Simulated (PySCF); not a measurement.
PySCF 2.14 output of an unrestricted PW91 calculation on a single atom or ion in aug-cc-pVDZ (4s3p2d, 23 functions), with no relativity, point nucleus:

```
SCF conv_tol = 1e-09
number electrons alpha = 5  beta = 4
    J. P. Perdew. In P. Ziesche and H. Eschrig, editors, Proceedings of the 75. WE-Heraeus-Seminar and 21st Annual International Symposium on Electronic Structure of Solids, 11. Berlin, 1991. Akademie Verlag.
    J. P. Perdew, J. A. Chevary, S. H. Vosko, K. A. Jackson, M. R. Pederson, D. J. Singh, and C. Fiolhais.,  Phys. Rev. B 46, 6671 (1992)
    J. P. Perdew, J. A. Chevary, S. H. Vosko, K. A. Jackson, M. R. Pederson, D. J. Singh, and C. Fiolhais.,  Phys. Rev. B 48, 4978 (1993)
    J. P. Perdew. In P. Ziesche and H. Eschrig, editors, Proceedings of the 75. WE-Heraeus-Seminar and 21st Annual International Symposium on Electronic Structure of Solids, 11. Berlin, 1991. Akademie Verlag.
    J. P. Perdew, J. A. Chevary, S. H. Vosko, K. A. Jackson, M. R. Pederson, D. J. Singh, and C. Fiolhais.,  Phys. Rev. B 46, 6671 (1992)
    J. P. Perdew, J. A. Chevary, S. H. Vosko, K. A. Jackson, M. R. Pederson, D. J. Singh, and C. Fiolhais.,  Phys. Rev. B 48, 4978 (1993)
cycle= 1 E= -75.1037486760151  delta_E= -0.00291  |g|= 0.111  |ddm|= 0.363
cycle= 2 E= -75.0699410805798  delta_E= 0.0338  |g|= 0.292  |ddm|= 0.482
cycle= 3 E= -75.1105506841288  delta_E= -0.0406  |g|= 0.0219  |ddm|= 0.329
cycle= 4 E= -75.1108085468858  delta_E= -0.000258  |g|= 0.000721  |ddm|= 0.0268
cycle= 5 E= -75.1108096569346  delta_E= -1.11e-06  |g|= 6.72e-05  |ddm|= 0.00393
cycle= 6 E= -75.1108096630125  delta_E= -6.08e-09  |g|= 4.75e-06  |ddm|= 0.000267
cycle= 7 E= -75.1108096630263  delta_E= -1.38e-11  |g|= 5.95e-08  |ddm|= 8.63e-06
converged SCF energy = -75.1108096630263  <S^2> = 0.75456352  2S+1 = 2.0045583
```

The run itself started from symmetry-adapted Hartree-Fock orbitals and held the occupation by maximum overlap, on a logarithmic radial grid, so the iterations belong to that start.

Task: Which element, charge and spin multiplicity is this?

Result: O⁻ (oxygen, charge -1), multiplicity 2; the state was [He] 2s2 2p5, 2P determinant.

At PW91 the highest occupied level has a positive energy, so only the finite basis holds that electron; in a semilocal or global hybrid functional this comes from self-interaction and does not mean that the real anion is unbound.
